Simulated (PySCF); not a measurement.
Stepwise substitution at one centre (Ge CH3-OCH3). Isolated molecules, 0 K electronic values unless said otherwise. One relaxed conformer stands for each flexible species; it need not be the lowest. Strings in code marks are SMILES. All members: neutral, multiplicity 1. Level: B3LYP-D3(BJ)/def2-TZVP // B3LYP-D3(BJ)/def2-SVP (PySCF), beside PBE-D3(BJ)/def2-TZVP // B3LYP-D3(BJ)/def2-SVP (PySCF) at the same geometries. B3LYP has the VWN-RPA correlation part, as in Gaussian.  Orbital energies are measured against the vacuum level.

| species | HOMO, PBE (eV) | HOMO, B3LYP-D3(BJ) (eV) |
|---|---|---|
| `[CH3][Ge]([CH3])([CH3])[CH3]` | -6.82 | -7.85 |
| `C[O][Ge]([O]C)([O]C)[O]C` | -6.45 | withheld |
| `C[O][Ge]([CH3])([O]C)[O]C` | -6.11 | -7.46 |
| `C[O][Ge]([CH3])([CH3])[O]C` (C–O–Ge–O torsion -55°, O–Ge–O–C torsion 169°) | -5.92 | -7.20 |
| `C[O][Ge]([CH3])([CH3])[CH3]` (C–O–Ge–C torsion 60°) | -5.69 | -6.99 |

Task: Fit y = a + b·x, y being the HOMO at the first level, to the 4 complete rows by least squares, with x = the PBE value in eV. Give a, b and the rms residual, and predict the withheld value.

Result: Means of the 4 rows: x̄ = -6.135, ȳ = -7.375 eV. Σ(x − x̄)² = 0.7141 and Σ(x − x̄)(y − ȳ) = 0.5322, so b = 0.745 and a = ȳ − b·x̄ = -2.804 eV. The rms residual is 0.061 eV. At x = -6.45 the line gives -7.61 eV. The run for `C[O][Ge]([O]C)([O]C)[O]C` gave -7.81 eV, so the line is off by 0.20 eV, more than twice the rms residual.

Codes: PySCF.
